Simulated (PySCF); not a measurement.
H₉PSi₃, charge +1, doublet, geometry from GFN2-xTB (a state made from the parent by changing its charge; the spin is typed, not shown lowest). Base run: DF-B3LYP/def2-SV(P) run with PySCF.

Here is a job for PySCF.
```python
from pyscf import gto, scf, dft

mol = gto.M(
    atom='''
Si   -0.76269209    1.81264430   -1.17752802
P     0.00471359   -0.00497380   -0.01293666
Si    2.25368306   -0.34757417    0.26066513
Si   -1.49382621   -1.46128209    0.92595130
H     0.46636718    2.48448747   -1.58733297
H    -1.56421063    2.52973589   -0.18929405
H    -1.53400354    1.21340005   -2.26357662
H     2.84356753    0.48195750   -0.78533161
H     2.39598724   -1.78812083    0.06958047
H     2.50046027    0.11265064    1.62515535
H    -0.71985620   -2.69107204    1.06320692
H    -2.57454756   -1.50552230   -0.05453140
H    -1.84477451   -0.81594199    2.18893598
''',
    basis='def2-sv(p)',
    charge=1,
    spin=1,
    verbose=4,
)

mf = dft.UKS(mol)
mf.xc = 'b3lyp'
mf = mf.density_fit(auxbasis='def2-universal-jkfit')
mf.kernel()
```

Each row names what was changed in the base input (with any setting that the change needs).

```
change               basis functions       E (Eh)  HOMO (eV)  core-seconds (rough)
-------------------  ---------------  -----------  ---------  --------------------
base                              90  -1214.63262     -11.97                    20
basis = LANL2DZ                   50    -23.24073     -11.98                     7
basis = 6-31G                     70  -1214.84557     -11.84                    10
basis = 3-21G                     70  -1208.63412     -11.96                    10
basis = 6-31G*                    90  -1214.95614     -11.88                    20
basis = 6-31+G*                  106  -1214.95890     -11.91                    10
basis = 6-31G**                  117  -1214.96670     -11.86                    20
basis = cc-pVDZ                  117  -1215.02200     -11.86                    20
basis = pc-1                     117  -1215.04216     -11.97                    20
basis = 6-311G**                 158  -1215.06701     -11.91                    30
basis = def2-SVPD                168  -1214.65903     -11.88                    30
basis = aug-pcseg-1              189  -1214.99609     -11.88                    40
basis = def2-TZVP                202  -1215.07990     -11.91                    40
```

Totals compare only among sets that treat the same electrons; sets with core potentials leave the core out.

Open shells are given as the SCF converged; they aren't shown to be the lowest states, and a large step between rows can be another state.
